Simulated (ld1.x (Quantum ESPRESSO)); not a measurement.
# Ranking PAW potentials for molybdenum

All share these settings but for the change named:

molybdenum, PAW, made with ld1.x (Quantum ESPRESSO) 7.5 (PBE, scalar-relativistic). Core [Kr], reference 4d5 5s1 5p0. Waves: 5s (bound): rcut 3.05, rcutus 3.45 bohr; 5s channel at 1.2 Ry: rcut 3.05, rcutus 3.45 bohr; 5p (bound, empty): rcut 3.40, rcutus 4.30 bohr; 5p channel at 1.45 Ry: rcut 3.40, rcutus 4.30 bohr; 4d (bound): rcut 2.15, rcutus 2.80 bohr; 4d channel at 2.25 Ry: rcut 2.15, rcutus 2.80 bohr; 4f channel at 0.05 Ry: rcut 3.00, rcutus 4.15 bohr; 4f channel at 2.2 Ry: rcut 3.00, rcutus 4.15 bohr. Local part: all-electron potential smoothed inside 2.30 bohr (lloc = -1). Core correction: Bessel-smoothed model core inside 1.85 bohr. Augmentation charge: BESSEL, radius 2.25 bohr.

Cutoff: the first of the cutoffs (Ry, on a coarse ladder) from which the occupation-weighted sum of valence levels, in a spherical-Bessel basis at the reference potential, stays within 10 and 1 mRy of its value at 400 Ry; the density cutoff is not measured.

Of 9 variants that were run, those that failed, showed a ghost or another fault, or gave nearly equal values are left out.

The base: Its overlap operator is not positive definite in a basis up to 400 Ry (lowest eigenvalue f -7.33), so the file is unfit for use: the generalised eigenproblem breaks down once the basis is large enough, and its test numbers describe a broken file.

Q: Rank these variants from softest to hardest (loose cutoff).
A. type TM; waves now 5s (bound): rc 3.45 bohr; 5p (bound): rc 4.30 bohr; 4d (bound): rc 2.80 bohr; 4f channel at 0.05 Ry: rc 4.15 bohr; local potential all-electron potential smoothed inside 3.70 bohr (lloc = -1)
B. waves 4f channel at 0.05 Ry: rcut 3.00, rcutus 4.22 bohr; 4f channel at 2.2 Ry: rcut 3.00, rcutus 4.22 bohr
C. core [Ar] 3d10, valence charge 14; reference 4s2 4p6 4d5 5s1 5p0; waves now 4s (bound): rcut 1.45, rcutus 1.55 bohr; 5s (bound): rcut 1.45, rcutus 1.55 bohr; 4p (bound): rcut 1.70, rcutus 2.00 bohr; 5p (bound): rcut 1.70, rcutus 2.00 bohr; 4d (bound): rcut 2.00, rcutus 2.45 bohr; 4d channel at 2.25 Ry: rcut 2.00, rcutus 2.45 bohr; 4f channel at 0.05 Ry: rcut 1.95, rcutus 2.15 bohr; local potential all-electron potential smoothed inside 1.60 bohr (lloc = -2); core correction a·sin(br)/r model core inside 1.60 bohr; augmentation BESSEL, radius 1.30 bohr

A: B (12 Ry), C (25 Ry), A (30 Ry).
